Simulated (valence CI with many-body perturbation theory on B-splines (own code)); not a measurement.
# Sensitivity of CI+MBPT for Tb⁵⁹⁺

Computed by relativistic CI+MBPT: four valence electrons over a frozen Dirac-Fock core [He], radial functions for each j: 6 s, 6 p, 5 d, 3 f, 1 g, with the one-electron correlation potential Σ1 (screened to all orders), the two-electron term Σ2, the three-electron term Σ3, Breit, model QED; selected single and double excitations, second order for the rest (own B-spline code, finite nucleus).

The last digits are not significant, and no measured levels were compared; by estimate large intervals hold to a few tenths of a per cent, small ones and those within an open d or f shell to about a per cent.

The reference run has the lowest level (2s^2 2p1/2^2) J=0 and an ionisation energy of 13659.8 eV. Its largest variational space holds 9489 state functions.

Levels are named by their leading jj configuration (3d3/2^4 stands for four electrons in 3d with j = 3/2), which in mixed levels can hold well under half, so a name can repeat and another be missing. Letters in brackets count levels of one name in rising energy.

Reference levels: (2s^2 2p1/2 2p3/2) J=1 6261950, (2s^2 2p1/2 2p3/2) J=2 6403830, (2s 2p1/2^2 2p3/2) J=2 8243800, (2s 2p1/2^2 2p3/2) J=1 8848890, (2s^2 2p3/2^2) J=2 12809000, (2s^2 2p3/2^2) J=0 13231100, (2s 2p1/2 2p3/2^2) J=2 [a] 14313200, (2s 2p1/2 2p3/2^2) J=3 14645100, (2s 2p1/2 2p3/2^2) J=0 15048600, (2s 2p1/2 2p3/2^2) J=1 [a] 15204100, (2s 2p1/2 2p3/2^2) J=2 [b] 15284900, (2s 2p1/2 2p3/2^2) J=1 [b] 15313300 cm⁻¹.

Question: Rank these changes by the mean size of the shift of these levels, smallest first.
A. Breit term on → off; scale of Σ2 1 → 0.8
B. scale of Σ1 1 → 0; scale of Σ2 1 → 0; three-electron term on → off
C. logarithmic knot step 0.27 → 1.1
D. three-electron term on → off

Answer: C (340 cm⁻¹), D (600 cm⁻¹), B (2500 cm⁻¹), A (120000 cm⁻¹).
